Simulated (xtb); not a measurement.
Te(SH)2 (H2S2Te), SMILES S[Te]S. All values are semi-empirical tight-binding results from xtb (GFN2-xTB unless named), good for trends rather than for accurate numbers. Coordinates come from a GFN2-xTB optimisation. One conformer was computed; it need not be the lowest.

Computed properties:
```json
{
  "point_group_as_xtb_finds_it": "C2",
  "orbital_gap": "3.73 eV",
  "zero_point_energy": "10.9 kcal/mol",
  "G − E(el) at 298.15 K (modified RRHO)": "-8.2 kcal/mol",
  "static polarisability (D4 model)": "82.4 bohr³",
  "solvation energy, GFN2-xTB/ALPB(water)": "-1.9 kcal/mol",
  "solvation energy, GFN2-xTB/ALPB(acetone)": "-7.5 kcal/mol"
}
```
